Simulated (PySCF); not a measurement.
Two-component Hartree-Fock for W⁺ (tungsten, charge +1)

Start: [Xe] 4f14 5d3 6s1 6p1; 5d5/2 filled at m_j = +1/2, +3/2, +5/2; 6s1/2 filled at m_j = +1/2; 6p3/2 filled at m_j = +3/2. Calculated with PySCF 2.14 in x2c-TZVPall-2c with one added diffuse shell each of s, p, d type (12s12p11d2f, 117 functions): generalised Hartree-Fock with the X2C-1e Hamiltonian and a Gaussian nucleus; spin-orbit coupling (SO) screened by Boettger's factors. This is a chosen level, not necessarily the ground level.

```csv
spinor shell,electrons,"ε, screened SO (eV)",weight of nominal j (screened SO),"rms radius, screened SO (bohr)"
1s1/2,2,-69891.4,1.000,0.0208
2s1/2,2,-12212.1,1.000,0.0838
2p1/2,2,-11657.5,1.000,0.0713
2p3/2,4,-10299.2,1.000,0.0787
3s1/2,2,-2883.5,1.000,0.214
3p1/2,2,-2636.9,1.000,0.206
3d3/2,4,-1927.7,1.000,0.195
3d5/2,6,-1863.3,1.000,0.199
4s1/2,2,-636.72,1.000,0.478
4p1/2,2,-533.12,1.000,0.487
4p3/2,4,-463.21,1.000,0.520
4d3/2,4,-292.56,1.000,0.544
4d5/2,6,-279.36,1.000,0.556
5s1/2,2,-105.78,1.000,1.14
5p1/2,2,-71.953,0.966,1.27
5p3/2,4,-61.348,0.979,1.35
4f5/2,6,-63.259,0.987,0.666
4f7/2,8,-61.065,0.991,0.669
5d5/2,3,-21.531,0.691,2.02
6s1/2,1,-18.097,0.996,3.12
6p3/2,1,-11.529,1.000,3.90
```

(1) Where does 3p3/2 lie, and what is the 3p spin-orbit splitting (screened SO)?

```tsv
quantity	screened SO
E (hartree)	-16149.14585
M_J	13/2
⟨J²⟩	48.780
⟨L²⟩	20.779
⟨S²⟩	8.566
```

Each row is a mean over spinors that exchange with the open shell spreads, by up to 6.861 eV (5p3/2).

Rows whose weight is well below 1 are mixtures of j = l ± 1/2: exchange outweighs spin-orbit coupling there, and the label is only the starting occupation.

Breit and QED terms are absent; they matter most for the inner s and p1/2 levels.

Densities and radii are taken from the X2C orbitals without a picture-change correction, which distorts them close to the nucleus.

Results:

(1) At -2338.2 eV, 298.71 eV above 3p1/2.
